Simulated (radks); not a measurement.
Question: Charge is removed step by step from the 3s1/2 level of I3+, starting from [Kr] 4d10 5s2 5p2. Calculated with a radial shooting solver on a logarithmic mesh with Libxc functionals: Dirac Kohn-Sham, PBEsol, spin-unpolarised, spherical densities, point nucleus; open shells fill j = l - 1/2 first. At the starting occupation the eigenvalue is -1059.0 eV. Estimate the energy to remove one whole electron from this level, the eigenvalue at the end, and how far E(n) bends from a straight line.

Answer: Delta-SCF 1082.5 eV; final eigenvalue -1106.3 eV; the deviation from the straight line is -5.909 eV at 0.5 electron removed, the largest on the grid computed. Slater's transition state (half an electron removed) gives 1082.4 eV. Integrating minus the eigenvalue over the occupation (Janak's theorem) gives 1082.5 eV. The mean slope of the eigenvalue, de/dn, is 47.3 eV per electron.
